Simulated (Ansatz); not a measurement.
`COB(C)N` at its PBE0-D4/def2-TZVP geometry, where that method's forces vanish. Charge 0, multiplicity 1.

| atom | x (Å) | y (Å) | z (Å) |
| --- | --- | --- | --- |
| C1 | 0.972 | -1.250 | 1.048 |
| O2 | 1.172 | -0.170 | 0.173 |
| B3 | 0.114 | 0.496 | -0.401 |
| C4 | -1.388 | 0.103 | -0.125 |
| N5 | 0.456 | 1.557 | -1.256 |
| H6 | 0.405 | -0.954 | 1.938 |
| H7 | 0.443 | -2.076 | 0.561 |
| H8 | 1.951 | -1.609 | 1.368 |
| H9 | -2.096 | 0.737 | -0.662 |
| H10 | -1.626 | 0.170 | 0.941 |
| H11 | -1.586 | -0.934 | -0.417 |
| H12 | -0.225 | 2.117 | -1.733 |
| H13 | 1.411 | 1.813 | -1.437 |

(1) For each bond, give half the difference of the two atoms' forces along it (eV/Å; positive pushes the atoms apart) under PBE-D4, r2SCAN-D4, B3LYP-D4, ωB97M-V in def2-TZVPP. (An estimate is asked.)

Results:

(1) Computed: 
```
  bond  length (Å)  PBE-D4  r2SCAN-D4  B3LYP-D4  ωB97M-V
 C1–O2       1.403    0.26       0.28      0.30     0.27
 C1–H6       1.096    0.08      -0.06     -0.08    -0.11
 C1–H7       1.096    0.08      -0.06     -0.08    -0.11
 C1–H8       1.091    0.08      -0.07     -0.13    -0.11
 O2–B3       1.375    0.21       0.06     -0.01     0.03
 B3–C4       1.577   -0.20      -0.08      0.05     0.03
 B3–N5       1.405    0.04       0.08      0.02     0.08
 C4–H9       1.092    0.12      -0.01     -0.04    -0.05
C4–H10       1.095    0.13      -0.01     -0.04    -0.07
C4–H11       1.095    0.13      -0.01     -0.04    -0.07
N5–H12       1.002    0.17      -0.03     -0.03    -0.06
N5–H13       1.005    0.18      -0.01     -0.01    -0.05
```

B3LYP here is the variant with VWN-RPA as its local correlation; programs differ in this.
